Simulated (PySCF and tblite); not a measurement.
The numbers below are computed, except where a source is named.
C₅H₄O₂, numbered as in [O:1]=[CH:2][c:3]1[cH:4][cH:5][o:6][cH:7]1.

Search: ETKDG and KDG, MMFF94s, GFN2-xTB, 90 starts; geometries at PBE0-D3(BJ)/def2-SVP. Weights use B3LYP-D3(BJ)/def2-TZVP (IEF-PCM, chloroform) energies plus GFN2-xTB zero-point and thermal terms (modes under about 100 cm⁻¹ blended into free rotors). Symmetry numbers and mirror images are counted. Conformers within 3 kcal/mol (GFN2-xTB free energy) were kept, 8 at most. (PySCF 2.14, tblite 0.8.)

Torsions listed: O1–C2–C3–C4.

| conformer | shape | symmetry |
| --- | --- | --- |
| 1 | 0° | Cs |
| 2 | -179° | Cs |

(1) Which of these conformers is the most populated at 298.15 K, and with what share?

(2) Give the DFT energies and free energies relative to the lowest, and all weights.

(3) How does its share change from 220 K to 380 K?

## Answers

(1) Conformer 1, about 90 %.

(2) 
```json
{"conformer": "1", "shape": "0°", "E(DFT) kcal/mol": "0.00", "G(298.15 K) kcal/mol": "0.00", "weight %": "89.9"}
{"conformer": "2", "shape": "-179°", "E(DFT) kcal/mol": "1.26", "G(298.15 K) kcal/mol": "1.30", "weight %": "10.1"}
```

(3) From 95 % to 85 %; the mixing entropy goes from 0.39 to 0.85 cal/(mol K).
